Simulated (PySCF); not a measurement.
A geometry optimisation, step by step.

Compound: BrH5SeSi2.
Atom-mapped SMILES: `[SiH3:1][Se:2][SiH2:3][Br:4]` (hydrogens: H5, H6, H7 on Si1; H8, H9 on Si3)

Computed by this run: PBE0-D3(BJ)/def2-SVP geometry optimisation, gas phase in PySCF 2.14.0; density fitting, grid level 1; the optimiser is geomeTRIC in internal coordinates, started from a GFN2-xTB structure with every atom displaced at random (about 0.01 Å). The frame can shift and turn from step to step; on so coarse a grid that alone can change the energy by a few meV, and forces under 0.02 eV/Å are noise.

Step 0: E = -151191.2195 eV, largest atomic force 1.438 eV/Å
```
atom  x, y, z in Å  |  force x, y, z in eV/Å
Si1    -1.725   -0.214    0.410    0.234   1.262  -0.649
Se2    -0.254    1.496   -0.045    0.012   0.363   0.023
Si3     1.635    0.359   -0.544    0.005   0.333   1.325
Br4     2.133   -1.190    0.981    0.017  -0.143   0.158
H5     -2.967    0.543    0.681   -0.233  -0.058   0.101
H6     -1.230   -0.945    1.532    0.253  -0.766   1.000
H7     -1.821   -1.003   -0.804   -0.209  -0.621  -0.518
H8      2.765    1.316   -0.487   -0.022   0.164  -0.217
H9      1.523   -0.380   -1.757   -0.057  -0.535  -1.223
```

Step 1: E = -151191.3730 eV, largest atomic force 0.299 eV/Å
```
atom  x, y, z in Å  |  force x, y, z in eV/Å
Si1    -1.638   -0.187    0.363   -0.117  -0.011   0.193
Se2    -0.252    1.607    0.010   -0.028  -0.151   0.021
Si3     1.581    0.368   -0.478    0.222   0.049  -0.193
Br4     2.141   -1.129    1.082   -0.025   0.090  -0.037
H5     -2.961    0.427    0.665   -0.046   0.002  -0.028
H6     -1.181   -0.986    1.540    0.003   0.034  -0.084
H7     -1.738   -1.061   -0.840    0.059   0.009  -0.029
H8      2.685    1.353   -0.625    0.038  -0.007   0.069
H9      1.435   -0.397   -1.751   -0.106  -0.016   0.088
```

Step 2: E = -151191.3844 eV, largest atomic force 0.114 eV/Å
```
atom  x, y, z in Å  |  force x, y, z in eV/Å
Si1    -1.659   -0.197    0.378   -0.026   0.011   0.031
Se2    -0.249    1.584    0.040    0.001  -0.036   0.020
Si3     1.601    0.380   -0.490    0.055   0.027  -0.096
Br4     2.203   -1.093    1.069   -0.008   0.014   0.021
H5     -2.988    0.420    0.656    0.014  -0.004  -0.016
H6     -1.217   -1.009    1.547    0.008  -0.004  -0.003
H7     -1.730   -1.055   -0.840    0.021  -0.007  -0.001
H8      2.701    1.369   -0.653   -0.021   0.003   0.022
H9      1.409   -0.405   -1.741   -0.045  -0.004   0.022
```

Step 3: E = -151191.3869 eV, largest atomic force 0.039 eV/Å
```
atom  x, y, z in Å  |  force x, y, z in eV/Å
Si1    -1.654   -0.205    0.388    0.014  -0.002  -0.018
Se2    -0.249    1.580    0.062   -0.009   0.030   0.023
Si3     1.599    0.389   -0.500   -0.008  -0.002  -0.027
Br4     2.219   -1.074    1.062    0.006  -0.005   0.013
H5     -2.989    0.406    0.645    0.003  -0.006  -0.002
H6     -1.219   -1.018    1.557    0.000  -0.005   0.015
H7     -1.699   -1.059   -0.835    0.007  -0.013   0.009
H8      2.693    1.380   -0.675   -0.009   0.006  -0.009
H9      1.371   -0.404   -1.739   -0.003  -0.003  -0.004
```

Step 4: E = -151191.3886 eV, largest atomic force 0.056 eV/Å
```
atom  x, y, z in Å  |  force x, y, z in eV/Å
Si1    -1.642   -0.216    0.403    0.031  -0.010  -0.035
Se2    -0.254    1.584    0.091   -0.006   0.046   0.017
Si3     1.587    0.402   -0.513   -0.045  -0.016   0.029
Br4     2.233   -1.059    1.041    0.006  -0.005  -0.004
H5     -2.989    0.380    0.627   -0.005  -0.011   0.007
H6     -1.219   -1.021    1.582   -0.006   0.001   0.020
H7     -1.647   -1.075   -0.818    0.002  -0.013   0.012
H8      2.677    1.394   -0.704    0.001   0.006  -0.027
H9      1.325   -0.394   -1.743    0.022   0.001  -0.020
```

Step 5: E = -151191.3904 eV, largest atomic force 0.136 eV/Å
```
atom  x, y, z in Å  |  force x, y, z in eV/Å
Si1    -1.605   -0.245    0.445    0.043  -0.022  -0.034
Se2    -0.270    1.598    0.162    0.018   0.037   0.000
Si3     1.549    0.439   -0.550   -0.087  -0.024   0.101
Br4     2.255   -1.036    0.968    0.001   0.001  -0.019
H5     -2.986    0.297    0.574   -0.019  -0.020   0.015
H6     -1.221   -1.011    1.663   -0.014   0.015   0.020
H7     -1.494   -1.129   -0.754   -0.008  -0.004   0.010
H8      2.630    1.433   -0.776    0.012   0.004  -0.049
H9      1.215   -0.350   -1.765    0.054   0.014  -0.045
```

Step 6: E = -151191.3912 eV, largest atomic force 0.127 eV/Å
```
atom  x, y, z in Å  |  force x, y, z in eV/Å
Si1    -1.576   -0.270    0.480    0.032  -0.022  -0.011
Se2    -0.286    1.607    0.207    0.030   0.005  -0.016
Si3     1.516    0.470   -0.580   -0.078  -0.017   0.098
Br4     2.255   -1.029    0.898   -0.002   0.008  -0.016
H5     -2.980    0.221    0.530   -0.019  -0.019   0.013
H6     -1.226   -0.991    1.736   -0.013   0.019   0.012
H7     -1.372   -1.180   -0.686   -0.014   0.003   0.003
H8      2.591    1.467   -0.822    0.011   0.004  -0.041
H9      1.150   -0.300   -1.798    0.053   0.020  -0.042
```

Step 7: E = -151191.3933 eV, largest atomic force 0.043 eV/Å
```
atom  x, y, z in Å  |  force x, y, z in eV/Å
Si1    -1.565   -0.285    0.500    0.009  -0.012   0.012
Se2    -0.299    1.608    0.209    0.006  -0.021  -0.015
Si3     1.502    0.486   -0.596   -0.024  -0.003   0.035
Br4     2.241   -1.036    0.859   -0.003   0.014  -0.007
H5     -2.981    0.177    0.517   -0.006  -0.006   0.002
H6     -1.229   -0.967    1.781   -0.001   0.012   0.001
H7     -1.328   -1.217   -0.641   -0.005   0.003  -0.003
H8      2.577    1.487   -0.827    0.004   0.003  -0.012
H9      1.154   -0.259   -1.836    0.021   0.010  -0.013
```

Step 8: E = -151191.3940 eV, largest atomic force 0.022 eV/Å
```
atom  x, y, z in Å  |  force x, y, z in eV/Å
Si1    -1.562   -0.298    0.511   -0.007  -0.003   0.015
Se2    -0.315    1.603    0.197   -0.009  -0.018  -0.009
Si3     1.497    0.498   -0.605    0.015   0.011  -0.012
Br4     2.232   -1.035    0.839    0.000   0.007   0.004
H5     -2.984    0.147    0.520    0.003   0.001  -0.004
H6     -1.224   -0.953    1.805    0.007   0.000  -0.004
H7     -1.317   -1.244   -0.617    0.001  -0.002  -0.003
H8      2.568    1.507   -0.821   -0.004   0.004   0.007
H9      1.177   -0.231   -1.863   -0.006  -0.001   0.006
```

Step 9: E = -151191.3939 eV, largest atomic force 0.030 eV/Å
```
atom  x, y, z in Å  |  force x, y, z in eV/Å
Si1    -1.559   -0.311    0.518   -0.009   0.002   0.007
Se2    -0.328    1.599    0.192   -0.008  -0.009  -0.005
Si3     1.492    0.510   -0.612    0.020   0.012  -0.019
Br4     2.233   -1.023    0.828    0.002   0.003   0.006
H5     -2.985    0.123    0.523    0.004   0.001  -0.004
H6     -1.217   -0.953    1.817    0.008  -0.005  -0.004
H7     -1.305   -1.262   -0.604    0.002  -0.005  -0.001
H8      2.557    1.527   -0.822   -0.007   0.005   0.010
H9      1.183   -0.215   -1.875   -0.011  -0.003   0.009
```

Q: Summarise the path.

A: The energy falls by 0.1744 eV from step 0 to step 9; nine tenths of that is first reached at step 2. It never rises by more than 0.2 meV. The largest force goes from 1.438 to 0.030 eV/Å. Among the bonds Si3–H9 changes most, from 1.425 to 1.489 Å; the atoms move by 0.264 Å rms after alignment.

Q: Follow the three bonds and two angles with the largest change from start to end.

A: 
| step | E above end (eV) | largest force (eV/Å) | Si3–H9 (Å) | Si1–H6 (Å) | Si1–H7 (Å) | Si1–Se2–Si3 (°) | Se2–Si1–H5 (°) |
| --- | --- | --- | --- | --- | --- | --- | --- |
| 0 | 0.1744 | 1.438 | 1.425 | 1.427 | 1.451 | 101.8 | 101.1 |
| 1 | 0.0209 | 0.299 | 1.492 | 1.494 | 1.491 | 95.4 | 104.2 |
| 2 | 0.0095 | 0.114 | 1.489 | 1.490 | 1.492 | 97.1 | 104.7 |
| 3 | 0.0070 | 0.039 | 1.488 | 1.489 | 1.492 | 97.2 | 104.7 |
| 4 | 0.0053 | 0.056 | 1.488 | 1.489 | 1.493 | 96.8 | 104.7 |
| 5 | 0.0035 | 0.136 | 1.487 | 1.490 | 1.493 | 95.5 | 104.9 |
| 6 | 0.0027 | 0.127 | 1.487 | 1.490 | 1.493 | 94.5 | 105.3 |
| 7 | 0.0006 | 0.043 | 1.488 | 1.490 | 1.493 | 94.3 | 105.7 |
| 8 | 0.0000 | 0.022 | 1.489 | 1.490 | 1.493 | 94.5 | 105.8 |
| 9 | 0.0000 | 0.030 | 1.489 | 1.489 | 1.492 | 94.7 | 105.8 |

What follows is the cost of the whole optimisation. On one thread of an Arm Neoverse V2 (shared host), this took 72 s of wall time and 0.53 GiB of memory at its peak.
